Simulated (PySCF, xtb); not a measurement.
B(Me)2(NH2) (C₂H₈BN), SMILES CB(C)N.

GFN2-xTB run with xtb 6.7.1 at its own geometry gives an orbital gap of 6.24 eV and a dipole moment of 1.51 D.

The structure is a stationary point at TPSSh-D3(BJ)/def2-SVP. The values are those of a single conformer.

Question: What does M06-2X/def2-TZVP run with PySCF give? (An estimate is asked for; the answer gives what the named calculation found.)

Answer: gap 10.80 eV (levels -9.49 and 1.32 eV), dipole 1.25 D.
